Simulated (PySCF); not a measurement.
## C6H10NOP: core ionisation energies

Species: C₆H₁₀NOP.
Structure used (PBE0-D3(BJ)/def2-SVP), in Å, numbered top down from 1:
```
atom  x, y, z in Å
C1     2.2819    0.6734   -0.6613
C2     2.2773   -0.8089   -0.8206
C3     1.3344   -1.6693   -0.4136
P4    -0.1874   -1.2958    0.4781
O5    -0.7995   -2.4680    1.1781
C6    -1.3312   -0.5758   -0.7589
C7    -2.7204   -0.3671   -0.1502
C8    -2.7489    0.7329    0.8073
N9    -2.7318    1.6113    1.5604
H10    3.2190    1.0077   -0.1879
H11    1.4417    1.0516   -0.0631
H12    2.2438    1.1623   -1.6491
H13    3.1505   -1.2282   -1.3373
H14    1.4562   -2.7431   -0.5959
H15    0.1366   -0.1761    1.3018
H16   -1.3976   -1.3164   -1.5711
H17   -0.9187    0.3535   -1.1829
H18   -3.0250   -1.2908    0.3702
H19   -3.4662   -0.1634   -0.9346
```

Level of theory: delta-SCF UKS SCAN, pcX-2 on the ionised atom, pcseg-1 elsewhere, spin-free X2C in PySCF 2.14.0. Binding energies are ΔSCF values: E(core-ionised, relaxed orbitals) − E(ground state) at a fixed geometry, referred to the vacuum level.

Task: Give the core binding energies atom by atom.

Result: 
| atom(s) | bonded to | level | binding energy (eV) | 2p1/2 (eV) | above the level's lowest (eV) | count |
| --- | --- | --- | --- | --- | --- | --- |
| C1 | C and 3 H | C 1s | 291.50 | – | +0.87 | 1 |
| C2 | C (double bond), C and H | C 1s | 291.29 | – | +0.66 | 1 |
| C3 | C (double bond), H and P | C 1s | 290.63 | – | 0.00 | 1 |
| P4 | O (double bond), 2 C and H | P 2p3/2 | 138.16 | 139.05 | 0.00 | 1 |
| P4 | O (double bond), 2 C and H | P 1s | 2152.11 | – | 0.00 | 1 |
| O5 | P (double bond) | O 1s | 536.25 | – | 0.00 | 1 |
| C6 | C, 2 H and P | C 1s | 291.33 | – | +0.70 | 1 |
| C7 | 2 C and 2 H | C 1s | 292.42 | – | +1.79 | 1 |
| C8 | N (triple bond) and C | C 1s | 292.37 | – | +1.74 | 1 |
| N9 | C (triple bond) | N 1s | 405.11 | – | 0.00 | 1 |

The listed C 1s values span 1.79 eV, from C3 (bonded to C (double bond), H and P) to C7 (bonded to 2 C and 2 H). The values 291.29 and 291.33 eV lie too close for their order to be trusted.

Task: Which photon wavelength matches the P 1s of P4 threshold?

Result: λ = hc/E = 12398.42 eV Å / 2152.11 eV = 5.761 Å.

Spin–orbit and ligand-field terms were added within each 2p shell after the spin-free SCF. 2p1/2 minus 2p3/2 (ligand field included): P 0.89 eV. Geometry: PBE0-D3(BJ)/def2-SVP, one conformer, isolated molecule.

The run took 2.8 min wall on one thread of an Arm Neoverse V2, no GPU, shared host with 96 logical CPUs at a one-minute load of 34, and the process peaked at 0.63 GiB of memory.
